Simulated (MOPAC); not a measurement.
MOPAC input (AM1):

```
AM1 PRECISE GNORM=0.05 LET XYZ CHARGE=-1 GEO-OK AUX(PRECISION=9) THREADS=1
H3OSn

Sn   -0.26689000 1    0.12455400 1   -0.09800200 1
O     1.62770100 1   -0.57396200 1    0.51432400 1
H    -1.13628800 1   -0.36346600 1    1.42131000 1
H    -0.76682600 1   -1.41584900 1   -0.92234900 1
H     2.22600100 1    0.14331100 1    0.28656200 1
```

Output:

```
 *******************************************************************************
 **                                                                           **
 **                              MOPAC v23.2.5                                **
 **                                                                           **
 *******************************************************************************
 ** MOPAC's Digital Object Identifier: https://doi.org/10.5281/zenodo.6511958 **
 **                                                                           **
 ** Please cite the open-source release paper for use of this MOPAC version:  **
 ** J. E. Moussa and J. J. P. Stewart (2026)                                  **
 ** MOPAC: An open-source semiempirical molecular orbital program             **
 ** J. Open Source Softw., 11(119), 8025, https://doi.org/10.21105/joss.08025 **
 *******************************************************************************

                              AM1 CALCULATION RESULTS

 *******************************************************************************
 *  AM1        - The AM1 Hamiltonian to be used
 *  GEO-OK     - OVERRIDE INTERATOMIC DISTANCE AND OTHER SAFETY CHECKS
 *
 *
 *
 *                 CHARGE ON SYSTEM = -1
 *
 *
 *
 *  LET        - OVERRIDE SOME SAFETY CHECKS
 *  PRECISE    - TIGHTER CRITERIA TO BE USED
 *  XYZ        - CARTESIAN COORDINATE SYSTEM TO BE USED
 *  GNORM      - EXIT WHEN GRADIENT NORM DROPS BELOW 0.050
 *  AUX        - OUTPUT AUXILIARY INFORMATION
 *******************************************************************************
AM1 PRECISE GNORM=0.05 LET XYZ CHARGE=-1 GEO-OK AUX(PRECISION=9) THREADS=1
 H3OSn

   ATOM   CHEMICAL          X               Y               Z
  NUMBER   SYMBOL      (ANGSTROMS)     (ANGSTROMS)     (ANGSTROMS)

     1      Sn         -0.26689000  *   0.12455400  *  -0.09800200  *
     2       O          1.62770100  *  -0.57396200  *   0.51432400  *
     3       H         -1.13628800  *  -0.36346600  *   1.42131000  *
     4       H         -0.76682600  *  -1.41584900  *  -0.92234900  *
     5       H          2.22600100  *   0.14331100  *   0.28656200  *

          CARTESIAN COORDINATES

    NO.       ATOM           X           Y           Z

     1        Sn         -0.2669      0.1246     -0.0980
     2         O          1.6277     -0.5740      0.5143
     3         H         -1.1363     -0.3635      1.4213
     4         H         -0.7668     -1.4158     -0.9223
     5         H          2.2260      0.1433      0.2866

  H: (AM1): M.J.S. DEWAR ET AL, J. AM. CHEM. SOC. 107 3902-3909 (1985)
  O: (AM1): M.J.S. DEWAR ET AL, J. AM. CHEM. SOC. 107 3902-3909 (1985)
 Sn: (AM1): J. J. P. STEWART, J. MOL. MOD., 10, 155-164 (2004)

           Empirical Formula: H3 O Sn  =     5 atoms

      MOLECULAR POINT GROUP   :   Cs

      RHF CALCULATION, NO. OF DOUBLY OCCUPIED LEVELS = 7

          Geometry optimization using EF

          DIAGONAL MATRIX USED AS START HESSIAN

 CYCLE:     1  GRAD.:    79.004 HEAT: -68.79585
 CYCLE:     2  GRAD.:   114.754 HEAT: -68.77644
 CYCLE:     3  GRAD.:   175.706 HEAT: -57.11369
 CYCLE:     4  GRAD.:    47.092 HEAT: -72.02008
 CYCLE:     5  GRAD.:    34.212 HEAT: -72.40167
 CYCLE:     6  GRAD.:     3.297 HEAT: -72.70115
 CYCLE:     7  GRAD.:     2.829 HEAT: -72.72747
 CYCLE:     8  GRAD.:     2.014 HEAT: -72.76730
 CYCLE:     9  GRAD.:     0.422 HEAT: -72.78494
 CYCLE:    10  GRAD.:     0.349 HEAT: -72.78533
 CYCLE:    11  GRAD.:     0.142 HEAT: -72.78552
 CYCLE:    12  GRAD.:     0.066 HEAT: -72.78553
 CYCLE:    13  GRAD.:     0.002 HEAT: -72.78554

     GRADIENT =  0.00229 IS LESS THAN CUTOFF =  0.05000

 -------------------------------------------------------------------------------
 AM1 PRECISE GNORM=0.05 LET XYZ CHARGE=-1 GEO-OK AUX(PRECISION=9) THREADS=1
 H3OSn

     GEOMETRY OPTIMISED USING EIGENVECTOR FOLLOWING (EF).
     SCF FIELD WAS ACHIEVED

                              AM1 CALCULATION
                                                       MOPAC v23.2.5 Linux

          FINAL HEAT OF FORMATION =        -72.78554 KCAL/MOL =    -304.53468 KJ/MOL

          COSMO AREA              =         96.47 SQUARE ANGSTROMS
          COSMO VOLUME            =         83.64 CUBIC ANGSTROMS

          GRADIENT NORM           =          0.00229          =       0.00102 PER ATOM
          IONIZATION POTENTIAL    =          4.429716 EV
          HOMO LUMO ENERGIES (EV) =         -4.430  3.963
          NO. OF FILLED LEVELS    =          7
          MOLECULAR WEIGHT        =        137.7131         POINT GROUP:  Cs

          MOLECULAR DIMENSIONS (Angstroms)

            Atom       Atom       Distance
            H     5    H     4     3.48115
            H     4    H     3     2.38090
            O     2   Sn     1     1.50666

          SCF CALCULATIONS        =         14

   ATOM   CHEMICAL          X               Y               Z
  NUMBER   SYMBOL      (ANGSTROMS)     (ANGSTROMS)     (ANGSTROMS)

     1      Sn         -0.30751919  *   0.14358542  *  -0.11295271  *
     2       O          1.69340727  *  -0.61759721  *   0.54427595  *
     3       H         -1.03741149  *  -0.38187221  *   1.42565873  *
     4       H         -0.67296396  *  -1.41997384  *  -0.88619665  *
     5       H          2.21237072  *   0.13317077  *   0.28896657  *

                             CARTESIAN COORDINATES

   1   Sn       -0.307519194     0.143585415    -0.112952705
   2    O        1.693407267    -0.617597208     0.544275955
   3    H       -1.037411486    -0.381872213     1.425658731
   4    H       -0.672963956    -1.419973844    -0.886196651
   5    H        2.212370725     0.133170772     0.288966569

           Empirical Formula: H3 O Sn  =     5 atoms

      MOLECULAR POINT GROUP   :   Cs

                  EIGENVALUES
 -30.08631 -16.31708 -11.19943  -7.65962  -7.04092  -5.66843  -4.42972   3.96322
   5.48821   5.53712  10.73827

              NET ATOMIC CHARGES AND DIPOLE CONTRIBUTIONS

  ATOM NO.   TYPE          CHARGE      No. of ELECS.   s-Pop       p-Pop
    1         Sn          -0.697155        4.6972     1.91741     2.77975
    2          O          -0.430704        6.4307     1.88790     4.54280
    3          H          -0.018766        1.0188     1.01877
    4          H          -0.018766        1.0188     1.01877
    5          H           0.165391        0.8346     0.83461
 DIPOLE           X         Y         Z       TOTAL
 POINT-CHG.    -0.872     1.256    -0.702     1.683
 HYBRID         0.542    -1.922     0.949     2.211
 SUM           -0.331    -0.666     0.247     0.784

          ATOMIC ORBITAL ELECTRON POPULATIONS

     Atom    s        px        py        pz
    1 Sn   1.91741   0.74848   1.05439   0.97688
    2  O   1.88790   1.29141   1.39153   1.85986
    3  H   1.01877
    4  H   1.01877
    5  H   0.83461

 **********************
 *                    *
 * JOB ENDED NORMALLY *
 *                    *
 **********************

 == MOPAC DONE ==
```

The dipole moment of an ion depends on the origin.

The geometry given is a B3LYP-D3(BJ)/def2-TZVP minimum.
